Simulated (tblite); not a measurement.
C₇H₁₀BrFO.
Numbering: `[CH3:1][CH2:2][C@@:3]1([F:4])[CH2:5][C@:6]1([CH3:7])[C:8](=[O:9])[Br:10]` (hydrogens: H11, H12, H13 on C1; H14, H15 on C2; H16, H17 on C5; H18, H19, H20 on C7)

Computed with GFN2-xTB (tblite), gas phase: L-BFGS steps from a force-field or distance-geometry start until the largest atomic force falls under 0.01 eV/Å.

Step 44: E = -896.7885 eV
```
atom  x, y, z in Å  |  force x, y, z in eV/Å
C1      1.6621   -1.2438   -0.9650    0.018  -0.011  -0.002
C2      1.5958    0.1905   -0.4394   -0.009  -0.043   0.012
C3      0.5869    0.3092    0.6770    0.013   0.025  -0.011
F4      0.9905   -0.4194    1.7676    0.000   0.007  -0.020
C5     -0.2104    1.5301    1.0006    0.034   0.002  -0.003
C6     -0.9183    0.3162    0.4312    0.012  -0.004  -0.029
C7     -1.4852    0.3895   -0.9669   -0.040   0.013  -0.049
C8     -1.6769   -0.4946    1.4021    0.028  -0.040  -0.030
O9     -1.9834   -0.2511    2.5143   -0.021   0.024   0.081
Br10   -2.1399   -2.2832    0.6850   -0.023   0.043   0.009
H11     2.4285   -1.3258   -1.7300   -0.004   0.013  -0.036
H12     1.9133   -1.9299   -0.1600   -0.014   0.023   0.030
H13     0.7092   -1.5513   -1.3883    0.022   0.026  -0.004
H14     2.5736    0.4710   -0.0356   -0.064   0.023  -0.011
H15     1.3441    0.8829   -1.2443    0.018  -0.027   0.068
H16    -0.3715    1.7686    2.0415    0.016  -0.065   0.016
H17    -0.1073    2.3918    0.3606   -0.012   0.011  -0.021
H18    -2.4725    0.8460   -0.9308   -0.056   0.020   0.015
H19    -1.5875   -0.5919   -1.4219    0.053  -0.032   0.005
H20    -0.8561    1.0060   -1.6007    0.029  -0.010  -0.020
```

Step 45: E = -896.7893 eV
```
atom  x, y, z in Å  |  force x, y, z in eV/Å
C1      1.6619   -1.2441   -0.9637    0.012  -0.010  -0.010
C2      1.5954    0.1904   -0.4394   -0.007  -0.033   0.019
C3      0.5868    0.3110    0.6767    0.007   0.017  -0.008
F4      0.9913   -0.4162    1.7681    0.000   0.007  -0.021
C5     -0.2131    1.5302    0.9997    0.028  -0.005  -0.008
C6     -0.9185    0.3144    0.4302    0.000   0.006  -0.013
C7     -1.4844    0.3899   -0.9687   -0.029   0.006  -0.030
C8     -1.6736   -0.4979    1.4035    0.016   0.008   0.025
O9     -1.9691   -0.2553    2.5200   -0.004  -0.004   0.001
Br10   -2.1499   -2.2790    0.6833   -0.028   0.031   0.012
H11     2.4273   -1.3264   -1.7292    0.014   0.012  -0.034
H12     1.9113   -1.9304   -0.1585   -0.008   0.025   0.031
H13     0.7102   -1.5513   -1.3889    0.000   0.023  -0.003
H14     2.5726    0.4706   -0.0350   -0.047   0.026  -0.006
H15     1.3456    0.8831   -1.2444    0.013  -0.027   0.060
H16    -0.3766    1.7671    2.0408    0.024  -0.059   0.006
H17    -0.1132    2.3917    0.3586   -0.009   0.009  -0.010
H18    -2.4712    0.8488   -0.9326   -0.037   0.005   0.008
H19    -1.5861   -0.5919   -1.4236    0.043  -0.019   0.001
H20    -0.8517    1.0058   -1.5999    0.012  -0.017  -0.019
```

Step 46: E = -896.7901 eV
```
atom  x, y, z in Å  |  force x, y, z in eV/Å
C1      1.6622   -1.2449   -0.9628    0.004  -0.005  -0.016
C2      1.5948    0.1892   -0.4392   -0.002  -0.011   0.019
C3      0.5867    0.3132    0.6760   -0.007  -0.008  -0.006
F4      0.9918   -0.4123    1.7681    0.002   0.000  -0.012
C5     -0.2147    1.5305    0.9990    0.006  -0.007  -0.012
C6     -0.9188    0.3133    0.4288   -0.013   0.017   0.004
C7     -1.4847    0.3902   -0.9711   -0.004  -0.005   0.005
C8     -1.6703   -0.5003    1.4052    0.014   0.048   0.021
O9     -1.9564   -0.2588    2.5249    0.005  -0.013  -0.023
Br10   -2.1596   -2.2737    0.6828   -0.033   0.008   0.008
H11     2.4267   -1.3261   -1.7293    0.027   0.006  -0.022
H12     1.9098   -1.9308   -0.1568   -0.001   0.023   0.021
H13     0.7116   -1.5511   -1.3899   -0.021   0.013  -0.003
H14     2.5706    0.4700   -0.0346   -0.010   0.028   0.009
H15     1.3474    0.8826   -1.2432    0.000  -0.016   0.029
H16    -0.3800    1.7635    2.0411    0.031  -0.048  -0.006
H17    -0.1190    2.3929    0.3582   -0.003   0.004   0.001
H18    -2.4716    0.8508   -0.9348   -0.006  -0.014  -0.003
H19    -1.5838   -0.5926   -1.4253    0.026   0.001   0.000
H20    -0.8479    1.0050   -1.6001   -0.013  -0.021  -0.015
```

Task: Estimate the geometry and energy of step 47. (The exact step hangs on the optimiser's Hessian estimate; all steps are aligned on step 46, rigid shifts and turns removed.)

Result: E = -896.7906 eV, largest force 0.051 eV/Å
```
atom  x, y, z in Å  |  force x, y, z in eV/Å
C1      1.6625   -1.2456   -0.9626    0.002   0.000  -0.016
C2      1.5944    0.1882   -0.4388    0.003   0.002   0.013
C3      0.5864    0.3145    0.6753   -0.014  -0.023  -0.003
F4      0.9918   -0.4090    1.7685    0.003  -0.012  -0.005
C5     -0.2151    1.5307    0.9988   -0.008  -0.004  -0.015
C6     -0.9194    0.3134    0.4278   -0.016   0.020   0.009
C7     -1.4854    0.3899   -0.9729    0.010  -0.008   0.023
C8     -1.6684   -0.5004    1.4060    0.007   0.050   0.006
O9     -1.9492   -0.2605    2.5274    0.006  -0.010  -0.017
Br10   -2.1658   -2.2706    0.6825   -0.034   0.003   0.006
H11     2.4272   -1.3251   -1.7294    0.024  -0.002  -0.011
H12     1.9092   -1.9311   -0.1557    0.002   0.022   0.010
H13     0.7121   -1.5511   -1.3906   -0.022   0.008  -0.003
H14     2.5693    0.4698   -0.0341    0.011   0.026   0.019
H15     1.3483    0.8821   -1.2418   -0.008  -0.006   0.005
H16    -0.3790    1.7599    2.0421    0.027  -0.039  -0.011
H17    -0.1219    2.3948    0.3599    0.000   0.003   0.001
H18    -2.4726    0.8507   -0.9373    0.011  -0.023  -0.005
H19    -1.5827   -0.5935   -1.4268    0.019   0.010   0.006
H20    -0.8467    1.0036   -1.6014   -0.023  -0.019  -0.012
```

The energy changes by -0.0005 eV. The first-order estimate −F·Δx gives -0.0007 eV and the mean of the old and new forces, exact on a quadratic surface, -0.0005 eV. The step makes an angle of 68° with the force vector and moves no atom by more than 0.008 Å.
